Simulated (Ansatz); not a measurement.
Total energies of Ge₂₅SbH₃₄, a doped nanocrystal cut from the lattice of germanium (Sb on an inner site) from Ansatz at r2SCAN0-D4/def2-SVP, gas phase (1 Eh = 27.2114 eV = 2625.5 kJ/mol). The reference geometry is relaxed at r2SCAN-D4/def2-SVP.

Cartesian coordinates in Å:
```
Ge -4.217 0.811 -0.715
Ge -2.695 -1.290 2.842
Ge 1.535 -4.820 -1.301
Ge 0.009 -4.080 2.280
Ge -1.346 -2.037 -0.929
Ge -0.029 1.535 -3.113
Ge -0.486 1.454 0.943
Ge 2.430 -1.447 0.648
Ge -2.422 4.140 -1.527
Ge 1.445 4.474 -0.842
Ge 0.899 -0.682 4.202
Ge 3.378 2.332 1.935
Ge -3.289 -1.037 -1.993
Ge -0.423 -3.808 -2.332
Ge -1.975 2.938 -3.587
Ge -1.899 -2.956 1.262
Ge -2.611 2.418 0.188
Ge -0.972 0.405 3.094
Ge 0.870 -5.815 0.812
Ge 3.257 -3.153 -0.886
Ge 1.746 -2.444 2.766
Sb 0.519 -0.168 -0.885
Ge 1.857 3.044 -2.767
Ge 1.212 3.192 1.217
Ge 4.127 0.288 0.852
Ge -0.625 5.716 -1.106
H -5.169 1.602 -1.639
H -5.073 0.219 0.418
H -2.922 -1.988 4.199
H -4.033 -0.673 2.396
H 2.083 -5.919 -2.240
H -0.478 -4.710 3.607
H 0.308 0.635 -4.329
H -3.783 4.871 -1.594
H 2.625 5.457 -0.658
H 0.385 -1.274 5.531
H 2.017 0.325 4.531
H 3.357 2.117 3.461
H 4.421 3.434 1.644
H -4.379 -2.118 -2.165
H -2.871 -0.562 -3.398
H -1.506 -4.888 -2.554
H -0.061 -3.211 -3.709
H -3.198 2.087 -3.981
H -1.685 3.920 -4.745
H -3.006 -4.011 1.009
H -3.251 3.036 1.458
H -1.505 1.544 3.997
H -0.217 -6.884 0.577
H 2.079 -6.504 1.478
H 4.511 -3.848 -0.311
H 3.659 -2.475 -2.213
H 2.944 -3.156 3.441
H 3.144 2.230 -2.514
H 2.106 3.944 -3.996
H 0.708 4.159 2.319
H 4.573 0.644 -0.582
H 5.364 -0.243 1.606
H -0.533 6.709 -2.283
H -0.912 6.524 0.177
```

```json
{"state": "charge 0 doublet", "geometry": "reference", "energy (Eh)": "-52179.43279"}
{"state": "charge 1 singlet", "geometry": "reference", "energy (Eh)": "-52179.21537"}
{"state": "charge -1 singlet", "geometry": "reference", "energy (Eh)": "-52179.51419"}
{"state": "free Ge atom (triplet)", "geometry": "–", "energy (Eh)": "-2076.63095"}
{"state": "free Sb atom (quartet)", "geometry": "–", "energy (Eh)": "-240.27942"}
{"state": "free H atom (doublet)", "geometry": "–", "energy (Eh)": "-0.49923"}
```

In the def2 sets Sb takes a core potential; there is no spin–orbit coupling. Single mean-field runs in def2-SVP are fitted with def2-universal-jkfit.

Other spin states of the ions weren't run at this level and may lie lower.

Task: Work out the vertical ionisation energy to the singlet.

Result: E(charge 1 singlet) − E(charge 0 doublet) = -52179.21537 − (-52179.43279) = 0.21742 Eh = 5.92 eV. For comparison, −ε of the highest occupied level of the spin that leaves is 5.05 eV at this level, 0.87 eV less.

Task: Work out the vertical electron affinity, to the singlet.

Result: E(charge 0 doublet) − E(charge -1 singlet) = -52179.43279 − (-52179.51419) = 0.08140 Eh = 2.22 eV. The basis lacks diffuse functions, which makes affinities too small.

Task: Give the fundamental gap IE − EA, the Mulliken electronegativity (IE + EA)/2 and the hardness (IE − EA)/2.

Result: From the values in Eh: IE − EA = 0.21742 − 0.08140 = 0.13602 Eh = 3.70 eV; (IE + EA)/2 = 4.07 eV; (IE − EA)/2 = 1.85 eV.

Task: What is the binding energy per atom against free atoms?

Result: Atoms: 25 × (-2076.63095) + 1 × (-240.27942) + 34 × (-0.49923) = -52173.02699 Eh. Binding: -52173.02699 − (-52179.43279) = 6.40580 Eh = 174.31 eV, or 2.91 eV for each of 60 atoms (no zero-point energy, no counterpoise term).
